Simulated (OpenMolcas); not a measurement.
# OpenMolcas run: Pt2+

Pt2+ with 6 ligands (fluoride) in octahedral coordination (Oh) at 2.11 Å. A charge of +0.667 e stands 2.6 Å behind each ligand. Ligand basis ANO-RCC-VDZP. With inversion symmetry the input lists one of each pair of outer charges.

Input:

```
&GATEWAY
Coord
7

Pt 0.0 0.0 0.0
F 2.110000 0.000000 0.000000
F 0.000000 2.110000 0.000000
F -2.110000 0.000000 0.000000
F 0.000000 -2.110000 0.000000
F 0.000000 0.000000 2.110000
F 0.000000 0.000000 -2.110000
Basis=Pt.ANO-RCC-VDZP,F.ANO-RCC-VDZP
Group=XYZ
NoMove
AngMom=0.0 0.0 0.0
AMFI
RICD
XField
3 Angstrom 0
4.710000 0.000000 0.000000 0.666667
0.000000 4.710000 0.000000 0.666667
0.000000 0.000000 4.710000 0.666667
&SEWARD
&RASSCF
FileOrb=start.orb
Symmetry=1
Spin=3
nActEl=8 0 0
Inactive=30 34
Ras2=5 0
CIRoot=10 10 1
SDav=10
CIMx=300
Iter=150 100
PrWF=0.3
OrbListing=Nothing
MaxOrb=0
LevShft=1.0
>>> COPY $Project.JobIph JOB001
&RASSCF
FileOrb=start.orb
Symmetry=1
Spin=1
nActEl=8 0 0
Inactive=30 34
Ras2=5 0
CIRoot=15 15 1
SDav=15
CIMx=300
Iter=150 100
PrWF=0.3
OrbListing=Nothing
MaxOrb=0
LevShft=1.0
>>> COPY $Project.JobIph JOB002
&RASSI
NrOfJobIphs=2 10 15
1 2 3 4 5 6 7 8 9 10
1 2 3 4 5 6 7 8 9 10 11 12 13 14 15
IphNames
JOB001
JOB002
EJob
SpinOrbit
DIPRint=1.0
SOCoupling=1000.0
Subsets=2
Property=9
'ANGMOM' 1 'ANGMOM' 2 'ANGMOM' 3 'MLTPL  1' 1 'MLTPL  1' 2 'MLTPL  1' 3
'AMFI' 1 'AMFI' 2 'AMFI' 3
SOProperty=3
'ANGMOM' 1 'ANGMOM' 2 'ANGMOM' 3
```

Launched by
```bash
OMP_NUM_THREADS=1 MOLCAS_MEM=2457 MOLCAS_PROJECT=a pymolcas a.inp > a.log  # once for each step of the input, in one work folder
```

A driver script runs the steps one by one and writes start.orb anew before each from the orbitals found so far.

Output, cut to the results:

```
--- SEWARD ---
Basis set label: PT.ANO-RCC...7S6P4D2F.

      Electronic valence basis set:
      ------------------
      Associated Effective Charge  78.000000 au
      Associated Actual Charge     78.000000 au
      Nuclear Model: Point charge

      Shell  nPrim  nBasis  Cartesian Spherical Contaminant
         s      24       7        X
         p      21       6        X
         d      15       4                 X
         f      11       2                 X
                  Relativistic Douglas-Kroll-Hess integrals:
                    - DKH order of Hamiltonian: 2
                    - DKH order of Properties : 0
                  Atomic mean-field integrals
--- RASSCF ---
Wave function specifications:
      -----------------------------

      Number of closed shell electrons         128
      Number of electrons in active shells       8
      Max number of holes in RAS1 space          0
      Max nr of electrons in RAS3 space          0
      Number of inactive orbitals               64
      Number of active orbitals                  5
      Number of secondary orbitals              74
      Spin quantum number                      1.0
      State symmetry                             1
Orbital specifications:
      -----------------------

      Symmetry species                           1   2
                                                ag  au
      Frozen orbitals                            0   0
      Inactive orbitals                         30  34
      Active orbitals                            5   0
      RAS1 orbitals                              0   0
      RAS2 orbitals                              5   0
      RAS3 orbitals                              0   0
      Secondary orbitals                        34  40
      Deleted orbitals                           0   0
      Number of basis functions                 69  74
      Number of CSFs                            10
      Number of root(s) required                10
      Iter CI   SX   CI       RASSCF       Energy    max ROT     max BLB   max BLB  Level Ln srch  Step   QN
          iter iter root      energy       change     param      element    value   shift minimum  type update
 Nr of preliminary CI iterations:   1
      Total energies have been shifted. Add               -18000.00 au
        1   1   10    0  -993.48978626    0.00E+00  -7.05E-02   23  53 1 -3.54E-01*  1.04   0.00    SX    NO
        2   1   11    0  -994.28022215   -7.90E-01* -5.85E-02   22  49 2 -8.81E-02*  0.79   0.00    SX    NO
        3   1   10    0  -994.34722886   -6.70E-02* -2.30E-02   27  61 1  4.53E-02*  0.72   0.00    SX    NO
        4   1   10    0  -994.35564777   -8.42E-03* -1.12E-02   18  42 1 -1.62E-02*  0.71   0.00    SX    NO
        5   1    9    0  -994.35760055   -1.95E-03* -1.13E-02   18  42 1 -9.31E-03*  0.71   2.08    LS   YES
        6   1    9    0  -994.35831529   -7.15E-04* -1.32E-03   23  50 2  3.87E-03*  0.70   1.06    QN   YES
        7   1    8    0  -994.35844834   -1.33E-04* -7.80E-04   27  61 1 -2.10E-03*  0.71   1.59    LS   YES
        8   1    8    0  -994.35846997   -2.16E-05*  6.10E-04   21  48 2 -2.47E-03*  0.71   1.01    QN   YES
        9   1    7    0  -994.35849550   -2.55E-05*  4.43E-04   22  49 2 -5.36E-04*  0.71   1.27    QN   YES
       10   1    7    0  -994.35849868   -3.18E-06*  1.38E-04   35  41 1  2.68E-04*  0.71   1.19    QN   YES
       11   1    6    0  -994.35849904   -3.57E-07* -4.02E-05   27  61 1  6.81E-05   0.71   1.16    QN   YES
       12   1    5    0  -994.35849907   -2.59E-08* -6.03E-05   33  39 1  2.24E-05   0.71   2.50    LS   YES
       13   1    6    0  -994.35849901    5.30E-08* -3.94E-05   19  47 2 -1.39E-04*  0.71   0.07    LS   YES
       14   1    6    0  -994.35849906   -4.82E-08*  1.35E-05   19  47 2 -6.12E-05   0.71   1.78    QN   YES
       15   1    5    0  -994.35849907   -7.53E-09  -3.63E-06   27  61 1 -7.56E-06   0.71   1.07    QN   YES
      Convergence after 15 iterations
       16   1    5    0  -994.35849907   -2.68E-09  -3.63E-06   34  44 2  2.09E-06   0.71   1.07    QN   YES
      Natural orbitals and occupation numbers for root  1
      sym 1:   2.000000   2.000000   1.000000   2.000000   1.000000
      Natural orbitals and occupation numbers for root  2
      sym 1:   2.000000   1.102430   1.897570   1.897570   1.102430
      Natural orbitals and occupation numbers for root  3
      sym 1:   2.000000   1.889979   1.889979   1.110021   1.110021
...
--- RASSI ---
SPIN-FREE ENERGIES:
  (Shifted by EMIN (a.u.) =     -18994.4615371059)

 SF State       Relative EMIN(au)   Rel lowest level(eV)    D:o, cm**(-1)

     1             0.0000000000        0.0000000000              0.0000
    11             0.0565486539        1.5387672624          12410.9950
    12             0.0565486539        1.5387672624          12410.9950
     4             0.0722412673        1.9657850281          15855.1255
     2             0.0722412673        1.9657850281          15855.1255
     3             0.0722412673        1.9657850281          15855.1255
    13             0.0994820075        2.7070433309          21833.7769
     5             0.1060290266        2.8851967966          23270.6815
     6             0.1060290266        2.8851967966          23270.6815
     7             0.1060290266        2.8851967966          23270.6815
    14             0.1281808896        3.4879796971          28132.4535
    15             0.1281808896        3.4879796971          28132.4535
    16             0.1281808896        3.4879796971          28132.4535
    17             0.1440919476        3.9209416412          31624.5271
    18             0.1440919476        3.9209416412          31624.5271
    19             0.1440919482        3.9209416577          31624.5272
     8             0.1651898166        4.4950439033          36254.9741
     9             0.1651898166        4.4950439033          36254.9741
    10             0.1651898166        4.4950439033          36254.9741
    20             0.2081668939        5.6645097525          45687.3523
    21             0.2081668939        5.6645097525          45687.3523
    22             0.2093776120        5.6974550709          45953.0742
    23             0.2093776120        5.6974550709          45953.0742
    24             0.2093776120        5.6974550709          45953.0742
    25             0.2991980607        8.1415939930          65666.3841
...
```

Spin-orbit levels above the lowest (labels of O, the rotations of Oh):

```json
{"E (cm-1)": "0.0", "Degeneracy": "3", "Label": "T2", "2S+1": "3"}
{"E (cm-1)": "9845", "Degeneracy": "2", "Label": "E", "2S+1": "1 (60 %)"}
{"E (cm-1)": "14903", "Degeneracy": "3", "Label": "T1", "2S+1": "3"}
{"E (cm-1)": "15581", "Degeneracy": "2", "Label": "E", "2S+1": "3 (79 %)"}
{"E (cm-1)": "17494", "Degeneracy": "1", "Label": "A1", "2S+1": "3 (61 %)"}
{"E (cm-1)": "18471", "Degeneracy": "3", "Label": "T2", "2S+1": "3 (89 %)"}
{"E (cm-1)": "20795", "Degeneracy": "1", "Label": "A2", "2S+1": "3"}
{"E (cm-1)": "25729", "Degeneracy": "3", "Label": "T1", "2S+1": "3"}
{"E (cm-1)": "26917", "Degeneracy": "3", "Label": "T2", "2S+1": "3 (83 %)"}
{"E (cm-1)": "28538", "Degeneracy": "1", "Label": "A1", "2S+1": "1 (57 %)"}
{"E (cm-1)": "29129", "Degeneracy": "3", "Label": "T2", "2S+1": "3 (52 %)"}
{"E (cm-1)": "30373", "Degeneracy": "2", "Label": "E", "2S+1": "3 (74 %)"}
{"E (cm-1)": "34937", "Degeneracy": "3", "Label": "T1", "2S+1": "1 (85 %)"}
{"E (cm-1)": "38047", "Degeneracy": "1", "Label": "A1", "2S+1": "3 (87 %)"}
{"E (cm-1)": "40222", "Degeneracy": "3", "Label": "T1", "2S+1": "3"}
{"E (cm-1)": "40757", "Degeneracy": "2", "Label": "E", "2S+1": "3"}
{"E (cm-1)": "42528", "Degeneracy": "3", "Label": "T2", "2S+1": "3 (61 %)"}
{"E (cm-1)": "50649", "Degeneracy": "2", "Label": "E", "2S+1": "1 (88 %)"}
{"E (cm-1)": "51087", "Degeneracy": "3", "Label": "T2", "2S+1": "1 (83 %)"}
{"E (cm-1)": "71732", "Degeneracy": "1", "Label": "A1", "2S+1": "1"}
```

Without dynamic correlation the repulsion within the d shell is too large (B by tens of per cent), so at a given field states of lower spin stand too high. Real 4d8 and 5d8 ions are as a rule square planar and diamagnetic. With metal d orbitals alone the field can be off either way by tens of per cent. Ligand-to-metal charge-transfer states are missing. With no ligand orbital active B as a rule stays too high, so bands that hang on it stand too high and its fall with covalency is understated. No measured value stands beside these numbers; the geometry is a model, was not optimised and need not be the one that this ion takes.

The RASSCF and RASSI steps took 22 s on 1 thread of Arm Neoverse V1, with other jobs on the host; the integral step is not counted.
